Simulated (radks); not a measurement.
Species: neutral gadolinium. Configuration: [Xe] 4f5.5 5d1 6s2 6p1.5 (fractional occupations, a model configuration).

Method: scalar-relativistic Kohn-Sham, PBE, spin-unpolarised, spherical densities, point nucleus; computed with a radial shooting solver on a logarithmic mesh with Libxc functionals.

Energy parts (Ry):
total: -22540.6720
kinetic: 24207.0817
electron-nucleus: -54913.9357
Hartree: 8661.4782
exchange-correlation: -495.2962

Orbitals (lengths in bohr, moments of r in powers of bohr):
orbital  occ.  eigenvalue (Ry)      <r^4>
1s          2        -3683.863  1.140e-06
2s          2        -609.3556  0.0001815
2p          6        -542.3536  0.0001357
3s          2        -136.2231   0.007025
3p          6        -115.4715   0.007368
3d         10        -88.08624   0.005884
4s          2        -28.48805     0.1704
4p          6        -21.62417     0.2219
4d         10        -12.12691     0.3417
4f        5.5         -1.78108      1.457
5s          2         -4.43673      5.107
5p          6         -2.67537      9.361
5d          1         -0.57361      58.22
6s          2         -0.48592      278.3
6p        1.5         -0.20025      911.5

The highest occupied level is 6p at -2.725 eV. Summed over all electrons, <r^2> = 100.0 bohr^2, which gives a Langevin (diamagnetic) susceptibility term of -79.2 x 10^-6 cm^3/mol.
